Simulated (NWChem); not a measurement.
Species: CdNH2F; SMILES [F][Cd][NH2]

```xyz
5

Cd    -0.0022    -0.0207     0.0144
F      0.0052    -1.9498    -0.0183
N      0.0052     1.9764     0.0497
H     -0.8017     2.3582    -0.4439
H      0.8251     2.3493    -0.4296
```
Atoms are numbered in this order, from 1.

Program: NWChem. The geometry was optimised at PBE0/def2-SVP. def2 effective core potentials on Cd; no spin-orbit coupling. Ions are spin-unrestricted doublets at the neutral geometry; other ion states weren't tried. Functional: LC-ωPBE (HJS hole) with def2-SVP; rows give the range parameter ω in 1/bohr.

Q: At which range parameter does −ε(HOMO) equal the ΔSCF ionisation energy (optimal tuning)?

A: about 0.37 per bohr, by linear interpolation in these runs:
```
range parameter (1/bohr)  vertical ionisation energy, ΔSCF (eV)  −ε(HOMO) (eV)  ΔSCF minus −ε(HOMO) (eV)
------------------------  -------------------------------------  -------------  ------------------------
0.30                                                       9.64           9.19                      0.45
0.40                                                       9.61           9.83                     -0.22
0.50                                                       9.57          10.31                     -0.74
0.60                                                       9.53          10.65                     -1.12
0.80                                                       9.44          11.07                     -1.63
```
